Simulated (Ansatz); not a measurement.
`[BH2][Sb]([CH3])[CH3]` + `F[SiH2][SeH]` → `B[Se][SiH2]F` + `[CH3][SbH][CH3]`  (cleavage of the B–Sb bond)

Calculated with Ansatz (gas phase, PBE0-D4/def2-TZVP geometries, no zero-point term in ΔE). CCSD(T)/CBS is the MP2 limit (def2-TZVPP, def2-QZVPP) plus CCSD(T) − MP2 in def2-TZVPP, frozen cores. Functionals use def2-TZVPP. Elements past krypton have def2 core potentials. For Sb, Se outer-core shells are correlated without core-valence functions, which leaves a few kJ/mol of doubt a bond. Scalar relativity is left out up to krypton. Each species was taken in one conformer, which may not be the lowest.

| level | ΔE (kJ/mol) |
| --- | --- |
| ωB97M-V | -83.0 |
| B2PLYP | -83.1 |
| CCSD/def2-TZVPP | -81.1 |
| HF/def2-QZVPP | -80.2 |

What does CCSD(T)/CBS give? (Best estimate.)

The calculation gave: -80.8 kJ/mol. The listed levels differ from it by -2.2, -2.3, -0.3, 0.6 kJ/mol.

Largest T1 diagnostic among the species: 0.014.
